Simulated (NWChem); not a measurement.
System: Si₂NH₆OF; SMILES N[SiH2][Si@@H](O)F

The following NWChem deck was run.

```
start job
memory heap 200 mb stack 900 mb global 1100 mb
geometry units angstroms noautosym nocenter noautoz
  N     -0.536863     2.462191     0.140792
  Si     0.671817     1.264175    -0.214108
  Si    -0.031494    -0.914303     0.307189
  O     -1.485857    -1.098454    -0.474618
  F      1.026353    -2.032967    -0.238665
  H     -0.610084     2.808647     1.090960
  H     -1.460018     2.352468    -0.266386
  H      1.014384     1.295561    -1.669564
  H      1.886561     1.602648     0.588968
  H     -0.191258    -1.219390     1.764883
  H     -1.993019    -1.895412    -0.290510
end
basis spherical
  N library pcsseg-1
  Si library pcsseg-1
  O library pcsseg-1
  F library pcsseg-1
  H library pcsseg-1
end
dft
  xc xpbe96 cpbe96
  iterations 150
end
property
  shielding
end
task dft property
```

Structure relaxed at the PBE0/def2-SVP level.

GIAO values for the isolated, static molecule; σ is the absolute isotropic shielding, δ = σ(reference) − σ with the isolated reference molecule computed at the same levels (1H: tetramethylsilane, 15N: ammonia, 29Si: tetramethylsilane).

Atoms are numbered as in the input.

Q: Give the results of this calculation. (PBE/pcSseg-1, GIAO.) Quantities: δ N1 (ppm); δ Si2 (ppm); δ H6 (ppm); δ H7 (ppm); δ H8 (ppm); δ H9 (ppm); δ H10 (ppm).

A: 
```json
{
 "δ N1 (ppm)": "-6.9",
 "δ Si2 (ppm)": "-56.0",
 "δ H6 (ppm)": "-0.59",
 "δ H7 (ppm)": "-0.71",
 "δ H8 (ppm)": "5.01",
 "δ H9 (ppm)": "4.79",
 "δ H10 (ppm)": "5.65"
}
```
